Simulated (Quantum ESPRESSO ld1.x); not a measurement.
Results of a calculation; reference values are marked as such.
Q: Ne I, 10 electrons, occupied as [Ne]. Level of theory: scalar-relativistic Kohn-Sham, LDA (Slater exchange, VWN5 correlation), spin-polarised, spherical densities, point nucleus (ld1.x of Quantum ESPRESSO 7.5). Some entries of the table are withheld. Estimate them.

orbital,occ.,eigenvalue (Ry),<1/r> (bohr^-1),<r> (bohr)
1s,2,(1),9.584,0.1587
2s,2,-2.65486,1.631,0.9025
2p,6,(2),1.438,0.9814
3s,0,(3),(4),10.33

A: 
(1) 1s eigenvalue (Ry): -60.6950
(2) 2p eigenvalue (Ry): -0.99511
(3) 3s eigenvalue (Ry): -0.00485
(4) 3s <1/r> (bohr^-1): 0.1555
